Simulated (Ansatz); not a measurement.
The cluster HAu2⁺. Total charge 1; triplet. Geometry PBE-D4/def2-TZVP, that of the neutral doublet.

```csv
atom,x (Å),y (Å),z (Å)
Au1,-0.126,-0.346,0.458
Au2,0.437,2.094,-0.230
H3,-0.311,-1.748,-0.228
```

In the def2 sets Au takes a core potential; there is no spin–orbit coupling. At PBE0-D4/def2-TZVP a singlet of charge 1 lies 0.87 eV below the triplet at the same geometry. The structure comes from a short search, and lower isomers may exist.

(1) Estimate the α-spin orbital energies around the gap (eV) in Ansatz with PBE-D4/def2-TZVP, r2SCAN-D4/def2-TZVP, PBE0-D4/def2-TZVP.

Answers

(1) 
```tsv
orbital	PBE-D4/def2-TZVP	r2SCAN-D4/def2-TZVP	PBE0-D4/def2-TZVP
HOMO−5	-14.12	-14.40	-15.48
HOMO−4	-14.10	-14.37	-15.46
HOMO−3	-13.90	-14.17	-15.25
HOMO−2	-13.83	-14.08	-15.22
HOMO−1	-13.60	-13.88	-14.74
HOMO	-12.16	-12.38	-12.90
LUMO	-8.54	-8.34	-7.67
LUMO+1	-6.33	-5.95	-5.71
LUMO+2	-6.20	-5.81	-5.53
LUMO+3	-4.76	-4.29	-4.03
LUMO+4	-4.25	-3.70	-3.58
LUMO+5	-2.69	-2.02	-2.04
β HOMO	-13.45	-13.57	-14.58
β LUMO	-12.91	-12.71	-11.74
```
